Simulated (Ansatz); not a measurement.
Basis sets compared for the cluster Si16Bi. Total charge 0; doublet. Geometry r2SCAN-D4/def2-SVP. Ansatz on 2 threads of AMD EPYC 7R13 on a shared host and a share (18 GiB) of an NVIDIA H100 80GB HBM3; times are rough, and most runs start from earlier orbitals.

```xyz
17

Bi    4.0414    1.5314    0.6694
Si   -1.3656    0.8255   -1.2439
Si    0.5162   -2.0068    0.1824
Si   -1.6072    1.0807    1.6699
Si   -1.6400   -0.7598    3.3054
Si    1.9421    1.2907   -0.9758
Si   -1.3847   -3.1581   -0.4524
Si   -1.9547   -1.3576    1.0302
Si    0.4395   -0.7957    2.1313
Si    1.5482    1.2065    1.5842
Si    1.9143   -1.1186   -1.5432
Si   -0.6134   -1.4702   -1.9977
Si    0.0662    2.3426   -0.0596
Si    0.4452    0.6067   -2.8628
Si   -3.2885    0.4539    0.1034
Si    0.9886   -1.5607   -3.7327
Si   -0.0477    2.8898    2.1919
```

In the def2 sets Bi takes a core potential; there is no spin–orbit coupling. Single mean-field runs in def2-TZVP are fitted with def2-universal-jkfit. Another isomer (doublet) lies 0.73 eV lower at PBE0-D4/def2-TZVP; other spin states weren't run for this one.

Binding counts from free atoms (Bi quartet, Si triplet) in the same basis, without a counterpoise term.

```
           level  functions  energy (Eh)  HOMO (eV)  LUMO (eV)  binding per atom (eV)  wall time
 PBE-D4/def2-SVP        314   -4842.9890      -4.91      -4.39                   3.80        6 s
PBE0-D4/def2-SVP        314   -4843.3255      -5.54      -3.85                   3.65      9.5 s
```

Question: Estimate the rows for PBE-D4/def2-TZVP (with forces), PBE0-D4/def2-TZVP.

Answer: 
| level | functions | energy (Eh) | HOMO (eV) | LUMO (eV) | binding per atom (eV) | wall time |
| --- | --- | --- | --- | --- | --- | --- |
| PBE-D4/def2-TZVP (with forces) | 642 | -4844.6026 | -4.81 | -4.33 | 3.84 | 7 s |
| PBE0-D4/def2-TZVP | 642 | -4844.9256 | -5.40 | -3.72 | 3.71 | 8 s |
